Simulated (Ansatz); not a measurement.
Ansatz (a first-principles code) input:

Ansatz 0.2 input:
```yaml
crystal:
  periodic: [false, false, false]
  atoms:
    - {symbol: Y, position_ang: [-0.00031408, -0.05391020, 0.02243749]}
    - {symbol: F, position_ang: [-1.84088475, -0.97428443, -0.02258811]}
    - {symbol: F, position_ang: [0.01105009, 1.89668693, -0.78940358]}
    - {symbol: F, position_ang: [1.83119567, -0.68879165, 0.71476255]}
basis:
  gaussian:
    orbitals: def2-TZVP
hamiltonian:
  xc: b3lyp
  dispersion: d3bj
magnetization: {spin_polarized: true, initial_magnetization: 2}
phonons: {temperatures: {t_min: 298.15, t_max: 298.15, t_step: 100}}
```

Question: What final total energy does it print?

Answer: -338.04318 Eh (B3LYP-D3(BJ)/def2-TZVP). The basis has 133 functions.

The spin state was set by rule; other spins were not relaxed.
